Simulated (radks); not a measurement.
Results of a calculation; reference values are marked as such.
Question: Coherent X-ray form factor from a spherical all-electron density. Level of theory: non-relativistic Kohn-Sham, PBE, spin-polarised, spherical densities, point nucleus (a radial shooting solver on a logarithmic mesh with Libxc functionals).

sin(theta)/lambda (1/angstrom),f0 (electrons)
0.05,1.955
0.1,1.829
0.15,1.649
0.2,1.443
0.25,1.237
0.3,1.046
0.4,0.731
0.5,0.507
0.6,0.354
0.8,0.180
1,0.098
1.25,0.050
1.5,0.027
2,0.010

The species is in the configuration that NIST lists as its ground one. Which atom or ion scatters so?

Answer: Neutral helium, [He]. Extrapolating in s^2 from the first two rows gives f0(0) = 2.0, near the electron count 2; among species with that count, the fall with angle is slower the higher Z, and the table is that of Z = 2; from so few rows the species is fixed only to a neighbour or two.
